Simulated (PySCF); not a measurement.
Mapped SMILES: `[CH2:1]=[C:2]1[CH2:3][CH2:4]/[C:5]1=[CH:6]\[CH2:7][SiH2:8][NH2:9]`; H(Xn) means a hydrogen on atom n. Ha(C1) is cis to C3; Hb(C1) is trans to C3.

[PySCF 2.14.0 with density-fitted response routines: NMR shieldings at PBE0/pcSseg-1/GIAO; geometry from GFN2-xTB; non-relativistic Hamiltonian; a single conformation; gas phase; equivalent nuclei averaged]

Chemical shifts δ = σref − σ; ¹³C, ¹H, ²⁹Si vs TMS; ¹⁵N against NH3, all at this level.

```tsv
atoms	nucleus	count	Hirshfeld charge	δ (ppm)
C5	¹³C	1	-0.01	145.2
H(N9)	¹H	2	0.11	0.09
H(C4)	¹H	2	0.04	2.76
C2	¹³C	1	0.00	?
H(C6)	¹H	1	0.05	6.17
C6	¹³C	1	-0.04	125.2
Si8	²⁹Si	1	0.37	?
H(C3)	¹H	2	0.04	2.64
H(C7)	¹H	2	0.04	1.80
Hb(C1)	¹H	1	0.04	5.49
Ha(C1)	¹H	1	0.04	?
H(Si8)	¹H	2	-0.09	4.81
C7	¹³C	1	-0.16	19.0
N9	¹⁵N	1	-0.32	4.2
C4	¹³C	1	-0.07	?
C1	¹³C	1	-0.12	107.3
C3	¹³C	1	-0.07	?
```

Task: Estimate the values marked ?.

Result: 
- C2: 154.9 ppm, fully substituted alkene carbon; the olefinic region
- C3: 28.0 ppm, allylic sp3 CH2; a saturated carbon with 2 carbon neighbours and no heteroatom attached
- C4: 26.8 ppm, allylic sp3 CH2; saturated and bonded to C and H only
- Ha(C1): 4.99 ppm, hydrogen on a terminal =CH2 carbon; a vinylic proton, deshielded by the sp2 carbon and the C=C anisotropy
- Si8: -40.9 ppm, silicon bonded to C, N, 2 H

OH/NH shifts are gas-phase values; hydrogen bonding in solution moves them, usually downfield. Shifts are as computed. Against solution values, carbons near 30 ppm lie about +3 ppm off and those near 130 ppm about +5 ppm. Of 1309 compounds with measured shifts, 239 miss one by over three times the rms of a fit or turn the order of signals round; such compounds aren't used in these exercises. Experimental scales use liquid or dissolved standards, which lie at an offset from isolated NH3 (liquid NH3: subtract about 20 ppm).
